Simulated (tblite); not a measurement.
`C=C=C(C#CC)CC(=O)O`. The geometry is computed with GFN2-xTB (gas phase).

```
atom  x, y, z in Å
C1     0.0272   -3.1327    0.6834
C2    -0.1297   -1.9848    0.1118
C3    -0.2882   -0.8303   -0.4821
C4     0.7907    0.0734   -0.6441
C5     1.6776    0.8722   -0.7886
C6     2.7527    1.8223   -0.9561
C7    -1.6426   -0.3676   -0.9923
C8    -2.1222    0.7135   -0.0561
O9    -2.7489    0.5358    0.9531
O10   -1.7316    1.9289   -0.4600
H11   -0.0868   -3.2539    1.7497
H12    0.2820   -4.0205    0.1246
H13    3.6662    1.4325   -0.5075
H14    2.4951    2.7648   -0.4726
H15    2.9280    2.0067   -2.0161
H16   -2.3455   -1.1996   -0.9773
H17   -1.5373    0.0428   -1.9968
H18   -1.9956    2.6027    0.1858
```

How far are the heavy atoms from their best plane (unweighted least squares)?

0.456 Å rms; C1 0.36, C2 0.01, C3 0.36, C4 0.13, C5 0.06, C6 0.29, C7 1.01, C8 0.01, O9 0.83, O10 0.06 Å (magnitudes).

Work out the bond lengths C1=C2, C3–C7, C5–C6, C6–H14, C7–C8, C8=O9 in pm.

For C1=C2 the difference vector is (-0.1569, 1.1479, -0.5716) Å, of length 1.2919 Å. C1=C2 129.2; C3–C7 151.9; C5–C6 144.5; C6–H14 109.0; C7–C8 150.8; C8=O9 120.1 pm.

How far apart are these pairs, which share no bond: C1···H13, C5···H14, C7···H12, H13···H17?

C1···H13 5.958 Å (6 bonds apart); C5···H14 2.086 Å (2 bonds apart); C7···H12 4.277 Å (4 bonds apart); H13···H17 5.588 Å (6 bonds apart).

Give the dihedral angles C3–C7–C8–O9, C4–C3–C7–C8, H17–C7–C8–O10, C2–C3–C7–C8.

C3–C7–C8–O9 -88° (synclinal); C4–C3–C7–C8 -71° (synclinal); H17–C7–C8–O10 -28° (synperiplanar); C2–C3–C7–C8 107° (anticlinal). Dihedral signs follow IUPAC: positive where, seen along the central bond, the front bond turns clockwise onto the rear one.

What is the repulsion energy of the bare nuclei, Σ ZA·ZB/RAB?

462.11 Eh over 153 pairs, with full nuclear charges and distances in bohr; the largest single term is 21.15 Eh (C8 with O9).

Where is the centre of mass (commonest isotopes), and what is the radius of gyration?

Mass 136.052 u; centre at (-0.408, 0.043, -0.247) Å; Rg = √(Σ m r²/M) = 2.449 Å. As Ia + Ib + Ic = 2 Σ m r², the three principal moments sum to 1631.4 u·Å².

What are the angles C2–C1–H12, C3–C4–C5, C5–C6–H14, H13–C6–H14, C5–C6–H15, H16–C7–H17?

From the scalar product of the two bond vectors; for C2–C1–H12 it is -0.7397 Å² over 1.2919 × 1.0795 Å², cos θ = -0.5304. C2–C1–H12 122.0°; C3–C4–C5 177.9°; C5–C6–H14 110.0°; H13–C6–H14 108.9°; C5–C6–H15 110.1°; H16–C7–H17 111.3°.

Write the matrix of distances between heavy atoms (Å, lower triangle).

```
C1    0.000
C2    1.292  0.000
C3    2.600  1.308  0.000
C4    3.553  2.378  1.417  0.000
C5    4.575  3.499  2.619  1.202  0.000
C6    5.888  4.893  4.063  2.647  1.445  0.000
C7    3.639  2.475  1.519  2.497  3.550  4.911  0.000
C8    4.468  3.358  2.435  3.040  3.873  5.080  1.508  0.000
O9    4.608  3.731  3.159  3.911  4.769  5.964  2.413  1.201  0.000
O10   5.479  4.267  3.114  3.137  3.584  4.513  2.359  1.339  2.230  0.000
```

Its lowest GFN2-xTB frequency is 11i cm⁻¹, too small to tell a flat minimum from a shallow saddle. One conformer, not necessarily the lowest. 3 starts were optimised and ended at 0.00, 0.03 and 0.08 kcal/mol (GFN2-xTB); the lowest of these is shown.
